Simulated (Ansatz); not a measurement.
Relaxation of CH7BNP (11 atoms, charge 0, multiplicity 1), to a largest force component of 0.02 eV/Å in at most 40 steps.

The calculation used RKS BHLYP/6-31G* in Ansatz 0.2.0.

```xyz
11
Properties=species:S:1:pos:R:3
N -0.811 1.029 -0.446
C -0.791 -0.108 0.397
B 0.693 -0.408 0.777
P 2.099 -0.858 -0.567
H -1.848 1.165 -0.796
H -0.653 1.934 0.125
H -1.357 0.058 1.326
H -1.158 -0.968 -0.149
H 1.051 -0.396 1.970
H 1.716 0.275 -1.380
H 1.122 -1.782 -1.235
```

Problem. Where does it end, and by what steps?

Solution. The run converged. After 21 steps the energy has fallen by 1.098 eV; H11 moved furthest, 1.56 Å.

```json
{"step": "0", "energy less start (eV)": "0.0000", "largest force component (eV/Å)": "3.980", "accepted": "yes"}
{"step": "1", "energy less start (eV)": "-0.4646", "largest force component (eV/Å)": "1.420", "accepted": "yes"}
{"step": "2", "energy less start (eV)": "-0.5156", "largest force component (eV/Å)": "0.468", "accepted": "yes"}
{"step": "3", "energy less start (eV)": "-0.5303", "largest force component (eV/Å)": "0.099", "accepted": "yes"}
{"step": "4", "energy less start (eV)": "-0.5505", "largest force component (eV/Å)": "0.401", "accepted": "yes"}
{"step": "5", "energy less start (eV)": "-0.5807", "largest force component (eV/Å)": "0.709", "accepted": "yes"}
{"step": "6", "energy less start (eV)": "-0.6192", "largest force component (eV/Å)": "0.838", "accepted": "yes"}
{"step": "7", "energy less start (eV)": "-0.7437", "largest force component (eV/Å)": "0.541", "accepted": "yes"}
{"step": "8", "energy less start (eV)": "-0.8285", "largest force component (eV/Å)": "0.504", "accepted": "yes"}
{"step": "9", "energy less start (eV)": "-0.8971", "largest force component (eV/Å)": "0.544", "accepted": "yes"}
{"step": "10", "energy less start (eV)": "-0.9629", "largest force component (eV/Å)": "0.441", "accepted": "yes"}
{"step": "11", "energy less start (eV)": "-1.0169", "largest force component (eV/Å)": "0.336", "accepted": "yes"}
{"step": "12", "energy less start (eV)": "-1.0548", "largest force component (eV/Å)": "0.347", "accepted": "yes"}
{"step": "13", "energy less start (eV)": "-1.0663", "largest force component (eV/Å)": "0.765", "accepted": "yes"}
{"step": "14", "energy less start (eV)": "-1.0903", "largest force component (eV/Å)": "0.346", "accepted": "yes"}
{"step": "15", "energy less start (eV)": "-1.0936", "largest force component (eV/Å)": "0.165", "accepted": "yes"}
{"step": "16", "energy less start (eV)": "-1.0947", "largest force component (eV/Å)": "0.244", "accepted": "yes"}
{"step": "17", "energy less start (eV)": "-1.0975", "largest force component (eV/Å)": "0.037", "accepted": "yes"}
{"step": "18", "energy less start (eV)": "-1.0976", "largest force component (eV/Å)": "0.048", "accepted": "yes"}
{"step": "19", "energy less start (eV)": "-1.0977", "largest force component (eV/Å)": "0.071", "accepted": "yes"}
{"step": "20", "energy less start (eV)": "-1.0979", "largest force component (eV/Å)": "0.037", "accepted": "yes"}
{"step": "21", "energy less start (eV)": "-1.0980", "largest force component (eV/Å)": "0.007", "accepted": "yes"}
```

```xyz
11
Properties=species:S:1:pos:R:3
N -1.002 1.065 -0.510
C -0.871 0.054 0.530
B 0.517 -0.661 0.609
P 1.931 -0.278 -0.584
H -1.943 1.425 -0.545
H -0.405 1.852 -0.309
H -1.163 0.393 1.533
H -1.571 -0.760 0.308
H 0.724 -1.400 1.518
H 1.278 -0.226 -1.823
H 2.570 -1.522 -0.707
```

Whether the end is a true minimum wasn't checked by a vibrational analysis.

The run took 110 s on 1 thread of Intel(R) Xeon(R) Platinum 8259CL CPU @ 2.50GHz (Skylake/Cascade Lake) (shared host), peak memory 0.15 GiB.
